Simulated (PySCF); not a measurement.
ClH₄InN₂. Atoms are numbered in the order given.

```xyz
8

In    -0.2868     0.0267     0.0000
Cl     2.0712    -0.0150     0.0000
N     -1.1383    -0.1383     1.8267
H     -0.5485     0.1716     2.5950
H     -2.0627     0.2699     1.9382
N     -1.1383    -0.1383    -1.8267
H     -2.0627     0.2699    -1.9382
H     -0.5485     0.1716    -2.5950
```
Charge 0, spin multiplicity 1.

The structure is a stationary point at PBE0-D3(BJ)/def2-SVP. The structure was generated by enumeration; whether it is a known compound was not checked. The def2 effective core potentials stand for the cores of In; spin–orbit coupling is left out. Other conformers were not sampled.

The numbers are results of PySCF with r2SCAN/def2-TZVP, not measurements.

Isolated molecule, no solvent.

Computed frontier levels, gap, dipole moment and polarisability:
- highest occupied level = -6.29 eV
- lowest empty level = -2.06 eV
- orbital gap = 4.22 eV
- dipole moment = 0.772 e·Å
- quadrupole, principal values (traceless, Buckingham form, about the centre of nuclear charge) = -7.40, 2.68, 4.72 D·Å
- mean static polarisability = 64.1 bohr³ (9.50 Å³)
- polarisability, principal values = 46.7, 72.8, 72.8 bohr³
